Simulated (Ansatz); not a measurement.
Consider the ligand exchange at the Si–O bond: `O=C1O[Si]1(O)F` + H–F → `O=C1O[Si]1(F)F` + H₂O.

Calculated with Ansatz (gas phase, PBE0-D4/def2-TZVP geometries, no zero-point term in ΔE). CCSD(T)/CBS adds triple-zeta CCSD(T) − MP2 to the extrapolated MP2 energy (def2 sets, frozen cores). This one scheme is used for every species. Functionals use def2-TZVPP. B3LYP here is the variant with VWN-RPA as its local correlation; programs differ in this. HSE06 is defined as in plane-wave codes. Each species was taken in one conformer, which may not be the lowest.

`O=C1O[Si]1(O)F`:

```xyz
7

O    -0.424   -0.141   -2.619
C    -0.169    0.007   -1.485
O     1.119    0.249   -0.889
Si   -0.025    0.192    0.298
O     0.059   -1.001    1.369
F    -0.355    1.541    1.047
H    -0.205   -0.847    2.279
```

H–F:

Cartesian coordinates in Å:
```
F 0.363 0.038 -0.279
H -0.363 -0.038 0.279
```

`O=C1O[Si]1(F)F`:

```xyz
6

O     1.466    1.716    0.464
C     0.715    0.844    0.255
O    -0.141    0.153    1.184
Si   -0.359   -0.474   -0.323
F     0.072   -1.958   -0.574
F    -1.753   -0.281   -1.007
```

H₂O:

```xyz
3

O    -0.280    0.105   -0.249
H     0.652   -0.022   -0.438
H    -0.372   -0.083    0.687
```

```
             level  ΔE (kJ/mol)  difference from CCSD(T)/CBS
       LDA (SPW92)        -19.6                          3.8
            PBE-D4        -23.4                          0.0
         revPBE-D4        -22.3                          1.1
         r2SCAN-D4        -25.4                         -2.0
            B97M-V        -28.6                         -5.2
           PBE0-D4        -21.4                          2.0
          B3LYP-D4        -23.9                         -0.5
        r2SCANh-D4        -24.3                         -0.9
        r2SCAN0-D4        -22.9                          0.5
          HSE06-D4        -21.3                          2.1
          BHLYP-D4        -22.8                          0.6
      CAM-B3LYP-D4        -23.8                         -0.4
           ωB97X-V        -23.6                         -0.2
           ωB97M-V        -23.6                         -0.2
            B2PLYP        -25.2                         -1.8
          PBE-QIDH        -21.4                          2.0
               PBE        -25.0                         -1.6
            revPBE        -26.7                         -3.3
              BLYP        -29.0                         -5.6
            r2SCAN        -25.8                         -2.4
              PBE0        -22.8                          0.6
             B3LYP        -26.5                         -3.1
           r2SCANh        -24.8                         -1.4
           r2SCAN0        -23.4                          0.0
             BHLYP        -24.9                         -1.5
         CAM-B3LYP        -25.2                         -1.8
           LC-ωPBE        -22.6                          0.8
RPA@PBE/def2-TZVPP        -25.3                         -1.9
       HF/def2-SVP        -18.3                          5.1
      MP2/def2-SVP        -20.8                          2.6
     CCSD/def2-SVP        -21.5                          1.9
  CCSD(T)/def2-SVP        -21.7                          1.7
     HF/def2-TZVPP        -25.4                         -2.0
    MP2/def2-TZVPP        -22.0                          1.4
SCS-MP2/def2-TZVPP        -24.1                         -0.7
    MP2/def2-QZVPP        -22.6                          0.8
SCS-MP2/def2-QZVPP        -24.7                         -1.3
      HF/CBS(def2)        -27.1                         -3.7
     MP2/CBS(def2)        -22.2                          1.2
    CCSD/CBS(def2)        -23.8                         -0.4
       CCSD(T)/CBS        -23.4                            0
```

Largest T1 diagnostic among the species: 0.017.

Leaving LDA and LC-ωPBE aside and taking each functional with its dispersion term where it has one, the values spread over 7.2 kJ/mol, from B97M-V to HSE06-D4. LDA lies +5.4 kJ/mol from PBE without D4. From BLYP to BHLYP (50 % exact exchange), in def2-TZVPP and without D4, ΔE moves by +4.1 kJ/mol.

CCSD(T)/CBS has its own doubt, a few kJ/mol and more with outer-core shells, so smaller differences from it don't rank the levels.
